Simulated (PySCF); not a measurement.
## Calculated data, BClH₂N

Calculation on a computer-drawn molecule: vertical ionisation energy to the stated ion spin, frozen-core CCSD(T) at the basis limit and cheaper methods, single-reference cases, UHF for radicals, no spin-orbit; all values are single points at the evaluated structure, the first of each entry, which is the reference or a displaced copy of it and isn't optimised; the reference structure only sets the zero of the energies above reference; triples share is (T) over the correlation energy. Program: PySCF 2.14.0.

Common to all runs: charge 1; multiplicity 1; ion multiplicity 2; diffuse functions no; basis cc-pV(n+d)Z; reference is the Hartree-Fock double-zeta minimum; best is HF at quadruple zeta + MP2 correlation extrapolated from triple and quadruple zeta + CCSD(T) minus MP2 at triple zeta; basis step is the size of the change from the same recipe one zeta lower.

(1) BClH₂N

Evaluated structure:
```xyz
5
BClH2N
N     -0.4357     0.0242    -0.8707
B     -0.9729     0.1688    -1.9832
Cl    -1.6775     0.3594    -3.4402
H     -0.9670    -0.0364    -0.0139
H      0.5645    -0.0413    -0.7527
```

Reference structure:
```xyz
5
BClH2N
N     -0.4365     0.0250    -0.8707
B     -1.0067     0.1785    -2.0526
Cl    -1.7102     0.3679    -3.5104
H     -0.9662    -0.0365    -0.0137
H      0.5638    -0.0402    -0.7524
```

* ionisation energy best: 18.79 eV
* ionisation energy basis step: 0.07425 eV
* energy above reference best: 5.531 kcal/mol
* energy above reference basis step: 0.5754 kcal/mol
* ionisation energy Koopmans at triple zeta: 19.26 eV
* ionisation energy EOM CCSD at triple zeta: 18.68 eV
* total energy HF triple zeta: -539.6334 hartree
* total energy CCSD(T) triple zeta: -540.1466 hartree
* total energy best: -540.2215 hartree
* T1 diagnostic at triple zeta: 0.01231
* D1 diagnostic at triple zeta: 0.03405
* ion T1 diagnostic at triple zeta: 0.0403
* ion D1 diagnostic at triple zeta: 0.1989
* ion spin squared at triple zeta: 0.8467
* triples share at triple zeta: 0.04068
* basis functions triple zeta: 127

Drawn bonds:
```tsv
atom	other atom	order
1	2	1
2	3	1
1	4	1
1	5	1
```

Triple zeta:
```tsv
method	ionisation energy (eV)	energy above reference (kcal/mol)
HF	17.76	4.585
PBE	18.26	6.13
r2SCAN	18.34	5.389
B3LYP	18.46	5.304
wB97X	18.68	5.318
MP2	18.95	5.997
CCSD	18.63	5.808
CCSD(T)	18.61	6.167
```

(2) BClH₂N

Evaluated structure:
```xyz
5
BClH2N
N     -0.4357     0.0242    -0.8707
B     -1.0122     0.1793    -2.0646
Cl    -1.7168     0.3699    -3.5216
H     -0.9670    -0.0364    -0.0139
H      0.5645    -0.0413    -0.7527
```

Reference structure:
```xyz
5
BClH2N
N     -0.4365     0.0250    -0.8707
B     -1.0067     0.1785    -2.0526
Cl    -1.7102     0.3679    -3.5104
H     -0.9662    -0.0365    -0.0137
H      0.5638    -0.0402    -0.7524
```

- ionisation energy best: 18.43 eV
- ionisation energy basis step: 0.08114 eV
- energy above reference best: -0.01888 kcal/mol
- energy above reference basis step: 0.09184 kcal/mol
- ionisation energy Koopmans at triple zeta: 19.02 eV
- ionisation energy EOM CCSD at triple zeta: 18.35 eV
- total energy HF triple zeta: -539.6404 hartree
- total energy CCSD(T) triple zeta: -540.1566 hartree
- total energy best: -540.2303 hartree
- T1 diagnostic at triple zeta: 0.01348
- D1 diagnostic at triple zeta: 0.03512
- ion T1 diagnostic at triple zeta: 0.03886
- ion D1 diagnostic at triple zeta: 0.197
- ion spin squared at triple zeta: 0.7769
- triples share at triple zeta: 0.04176
- basis functions triple zeta: 127

Drawn bonds:
```tsv
atom	other atom	order
1	2	1
2	3	1
1	4	1
1	5	1
```

Triple zeta:
```tsv
method	ionisation energy (eV)	energy above reference (kcal/mol)
HF	17.15	0.182
PBE	18.01	-0.1338
r2SCAN	18.04	0.004653
B3LYP	18.18	0.01255
wB97X	18.37	0.02362
MP2	18.51	-0.08245
CCSD	18.26	-0.04842
CCSD(T)	18.26	-0.1148
```
